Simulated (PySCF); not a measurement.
## Assigning NMR signals

Molfile (atoms numbered from 1):
```
C5H6OS
     RDKit          3D

 13 13  0  0  0  0  0  0  0  0999 V2000
    2.4017    0.2517   -0.2531 C   0  0  0  0  0  0  0  0  0  0  0  0
    1.3201   -1.1426   -0.5668 S   0  0  0  0  0  0  0  0  0  0  0  0
   -0.2282   -0.4252   -0.2354 C   0  0  0  0  0  0  0  0  0  0  0  0
   -1.4748   -1.1278   -0.3124 C   0  0  0  0  0  0  0  0  0  0  0  0
   -2.4294   -0.2280    0.0133 C   0  0  0  0  0  0  0  0  0  0  0  0
   -1.8847    0.9737    0.2865 O   0  0  0  0  0  0  0  0  0  0  0  0
   -0.5417    0.8455    0.1327 C   0  0  0  0  0  0  0  0  0  0  0  0
    3.4193   -0.1000   -0.4222 H   0  0  0  0  0  0  0  0  0  0  0  0
    2.3095    0.5915    0.7797 H   0  0  0  0  0  0  0  0  0  0  0  0
    2.1912    1.0740   -0.9390 H   0  0  0  0  0  0  0  0  0  0  0  0
   -1.6216   -2.1628   -0.5757 H   0  0  0  0  0  0  0  0  0  0  0  0
   -3.5020   -0.2930    0.0916 H   0  0  0  0  0  0  0  0  0  0  0  0
    0.0433    1.7287    0.3188 H   0  0  0  0  0  0  0  0  0  0  0  0
  1  2  1  0
  2  3  1  0
  3  4  1  0
  4  5  2  0
  5  6  1  0
  6  7  1  0
  7  3  2  0
  1  8  1  0
  1  9  1  0
  1 10  1  0
  4 11  1  0
  5 12  1  0
  7 13  1  0
M  END
```

Calculated, not measured (PySCF): geometry from PBE0-D3(BJ)/def2-TZVP, shieldings: GIAO KT3/pcSseg-2. In vacuum, single conformer, relativity neglected, equivalent nuclei averaged.

Referencing at the same level of theory: 13C (σ = 183.24 ppm) and 1H (σ = 31.63 ppm) vs TMS.

(1) Assign these signals to the numbered atoms. 13C{1H} NMR (computed): δ 141.1, 130.9, 124.2, 108.1, 19.4.

(2) Assign these signals to the numbered atoms. 1H NMR (600 MHz, computed): δ 7.53 (m, 1H), 7.00 (m, 1H), 6.39 (m, 1H), 2.39 (s, 3H).

Answers

(1) 
| δ (ppm) | atoms | environment | reason |
| --- | --- | --- | --- |
| 141.1 | C5 | aromatic CH next to the ring oxygen | – |
| 130.9 | C7 | aromatic CH next to the ring oxygen | – |
| 124.2 | C3 | aromatic carbon bearing sulfur | – |
| 108.1 | C4 | aromatic CH | – |
| 19.4 | C1 | methyl carbon bonded to S | – |

(2) 
| δ (ppm) | atoms | environment | reason |
| --- | --- | --- | --- |
| 7.53 | H12 | hydrogen on an aromatic CH next to the ring oxygen | ring-current deshielding |
| 7.00 | H13 | hydrogen on an aromatic CH next to the ring oxygen | – |
| 6.39 | H11 | hydrogen on an aromatic CH | it sits in the deshielding region of the aromatic ring current |
| 2.39 | H8/H9/H10 | hydrogen on a methyl carbon bonded to S | – |

Shifts are as computed. Against solution values, carbons near 30 ppm lie about +3 ppm off and those near 130 ppm about -1 ppm; carbons on S a further +5 ppm. Of 1211 compounds with measured shifts, 218 miss one by over three times the rms of a fit or turn the order of signals round; such compounds aren't used in these exercises. Multiplicities follow the n + 1 count of equivalent neighbours, as no J values were calculated; m marks all less simple cases, F and P coupling included.
